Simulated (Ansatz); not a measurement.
The same path of a periodic cell of 20 atoms, C₁₉O (surface graphene monolayer, adsorbate CO) was run twice with different band settings.

Theory: Ansatz 0.2.0, DFT LDA, scalar-relativistic, plane waves, PAW. Settings: cutoff 420 eV, k mesh 2x2x1, gaussian smearing 0.05 eV, no spin polarisation.

Relaxed end points:

```xyz
20
Lattice="7.3980 0.0000 0.0000 -3.6990 6.4069 0.0000 0.0000 0.0000 12.0000" Properties=species:S:1:pos:R:3
C 0.011 0.013 0.888
C 1.238 0.721 0.886
C -1.212 2.136 0.888
C 0.011 2.843 0.888
C -2.461 4.270 0.887
C -1.212 4.991 0.886
C 2.486 0.001 0.884
C 3.711 0.707 0.886
C 1.238 2.135 0.887
C 2.487 2.855 0.888
C 0.012 4.284 0.888
C 1.238 4.993 0.888
C 4.937 -0.001 0.888
C 6.185 0.720 0.888
C 3.710 2.148 0.887
C 4.937 2.857 0.888
C 2.486 4.272 0.888
C 3.710 4.978 0.888
C -0.417 5.837 3.713
O -1.309 6.129 4.337
```

```xyz
20
Lattice="7.3980 0.0000 0.0000 -3.6990 6.4069 0.0000 0.0000 0.0000 12.0000" Properties=species:S:1:pos:R:3
C 0.085 0.003 0.829
C 1.310 0.710 0.828
C -1.140 2.125 0.830
C 0.085 2.833 0.833
C -2.389 4.261 0.829
C -1.141 4.982 0.825
C 2.558 -0.011 0.822
C 3.785 0.697 0.822
C 1.310 2.125 0.832
C 2.559 2.846 0.832
C 0.085 4.274 0.832
C 1.310 4.982 0.831
C 5.009 -0.010 0.825
C 6.258 0.711 0.829
C 3.784 2.138 0.827
C 5.009 2.846 0.829
C 2.559 4.261 0.833
C 3.784 4.968 0.830
C -0.421 6.587 3.734
O 0.125 5.621 3.939
```

Common settings: climbing image yes; force threshold 0.05 eV/Å; end points relaxed.

| run | movable images | spring | optimiser | start path | iteration limit |
| --- | --- | --- | --- | --- | --- |
| 1 | 7 | 5.0 eV/Å² | quadratic models (default) | IDPP | 38 |
| 2 | 3 | 100.0 eV/Å² | fire | default | 50 |

(1) What does each run give, and how far can it be trusted?

Results:

(1) Run 1: converged after 9 iterations, highest image 0.019 eV above the first end. By the program's own check the climbing image is of a kind that is not told: the force calls were inconclusive, a negative curvature could not be distinguished from the path's own, the only one lies far off the path, or fixed occupations may fill a level only in part (lowest curvatures found: -1.43 and 0.25 eV/Å²).
Run 2: not converged after 50 iterations, highest image 0.062 eV above the first end. The band didn't meet its force threshold, so its energies are provisional: the largest band force was still 0.19 eV/Å, and over the last iterations the top stayed at 0.06 eV.
Limits of this set-up: slab without dipole correction, no dispersion correction for a molecule that may bind weakly.
